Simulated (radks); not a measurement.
Species: K7+. Configuration: [He] 2s1.5 2p6 3s2 3d0.5 (fractional occupations, a model configuration).

Method: scalar-relativistic Kohn-Sham, LDA (Slater exchange, Perdew-Wang correlation), spin-polarised, spherical densities, finite nucleus; open shells are filled with parallel spins first; Fermi nuclear charge, rms radius 3.4349 fm; computed with a radial shooting solver on a logarithmic mesh with Libxc functionals.

Energy parts (eV):
part                      energy
total                 -15703.225
kinetic                15794.755
electron-nucleus      -35647.475
Hartree                 4892.257
exchange-correlation    -742.762

Orbitals (lengths in bohr, moments of r in powers of bohr; r(90%) holds 90 % of the orbital's charge):
orbital	occ.	eigenvalue (eV)	<r^2>	<r^4>	r(90%)
1s up	1	-3679.466	0.008862	0.0002022	0.145
1s down	1	-3677.883	0.008863	0.0002022	0.145
2s up	1	-503.0595	0.1731	0.05267	0.595
2s down	0.5	-500.4086	0.1733	0.05282	0.595
2p up	3	-432.9588	0.1452	0.04330	0.565
2p down	3	-430.5498	0.1452	0.04337	0.565
3s up	1	-150.0012	1.292	2.495	1.56
3s down	1	-148.5748	1.300	2.530	1.56
3p up	0	-131.0273	1.369	2.900	1.62
3p down	0	-129.6742	1.380	2.949	1.63
3d up	0.5	-103.6661	1.368	3.199	1.67
3d down	0	-102.2209	1.389	3.302	1.69
4s up	0	-68.3847	5.253	38.39	3.06
4s down	0	-67.8593	5.312	39.27	3.08
4d up	0	-52.0548	6.472	61.18	3.46
4d down	0	-51.5736	6.587	63.33	3.49
4f up	0	-47.6215	5.339	43.14	3.19
4f down	0	-47.1367	5.456	45.02	3.23

The highest occupied level is 3d up at -103.67 eV. The configuration is held as typed, so some empty levels lie below it. The density falls to 0.001 e/bohr^3 at r = 2.28 bohr. The electron density at the nucleus is 5115 e/bohr^3 (large components only). The spin density at the nucleus is 102.2 e/bohr^3 (1s 1.0, 2s 101.0, 3s 0.3). Summed over all electrons, <r^2> = 4.424 bohr^2, which gives a Langevin (diamagnetic) susceptibility term of -3.5 x 10^-6 cm^3/mol.
